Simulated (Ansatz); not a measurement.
`N[SiH2][SiH](N)Cl` and `N[Si@H](Cl)[Si@@H](N)O` differ in one atom or group.

Ansatz, PBE0-D4/def2-TZVP geometries, multiplicity 1. Each molecule was computed in one conformer, which needn't be the lowest.

```
                             property  `N[SiH2][SiH](N)Cl`
  HOMO energy (B3LYP/def2-TZVPP) / eV                -7.10
    LUMO energy (PBE/def2-TZVPP) / eV                -1.15
LUMO energy (ωB97M-V/def2-TZVPP) / eV                 1.33
HOMO–LUMO gap (B3LYP/def2-TZVPP) / eV                 6.58
    HOMO energy (PBE/def2-TZVPP) / eV                -5.99
  LUMO energy (B3LYP/def2-TZVPP) / eV                -0.52
```

Q: Give the same properties after the change, and the shifts. (Estimate.)

A: Ansatz gave: 
```json
{"property": "HOMO energy (B3LYP/def2-TZVPP) / eV", "`N[Si@H](Cl)[Si@@H](N)O`": "-7.29", "shift": "-0.19"}
{"property": "LUMO energy (PBE/def2-TZVPP) / eV", "`N[Si@H](Cl)[Si@@H](N)O`": "-0.91", "shift": "0.24"}
{"property": "LUMO energy (ωB97M-V/def2-TZVPP) / eV", "`N[Si@H](Cl)[Si@@H](N)O`": "1.57", "shift": "0.24"}
{"property": "HOMO–LUMO gap (B3LYP/def2-TZVPP) / eV", "`N[Si@H](Cl)[Si@@H](N)O`": "6.99", "shift": "0.41"}
{"property": "HOMO energy (PBE/def2-TZVPP) / eV", "`N[Si@H](Cl)[Si@@H](N)O`": "-6.20", "shift": "-0.21"}
{"property": "LUMO energy (B3LYP/def2-TZVPP) / eV", "`N[Si@H](Cl)[Si@@H](N)O`": "-0.29", "shift": "0.23"}
```

With PBE0 the HOMO falls by 0.18 eV and the LUMO rises by 0.23 eV, so the gap widens by about 0.41 eV. PBE moves the HOMO by -0.21 eV and ωB97M-V by -0.10 eV.

B3LYP here is the variant with VWN-RPA as its local correlation; programs differ in this.
